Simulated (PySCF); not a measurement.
InCl₂I, SMILES [Cl][In]([Cl])[I]. Atoms are numbered in the order given.

```xyz
4

In     0.0000     0.0000    -0.7313
Cl     0.0000    -1.9998    -1.9567
Cl     0.0000     1.9998    -1.9567
I      0.0000     0.0000     1.9314
```

Geometry optimised at B3LYP-D3(BJ)/def2-SVP. The def2 effective core potentials stand for the cores of I, In; spin–orbit coupling is left out.

Calculation: HF/def2-TZVP (PySCF).

ESP charges are fitted to the potential on shells at 1.4 to 2.0 van der Waals radii. Atomic charges (e):

| atom | ESP fit | Mulliken |
|---|---|---|
| In1 | 0.77 | 1.16 |
| Cl2 | -0.30 | -0.43 |
| Cl3 | -0.30 | -0.43 |
| I4 | -0.18 | -0.29 |
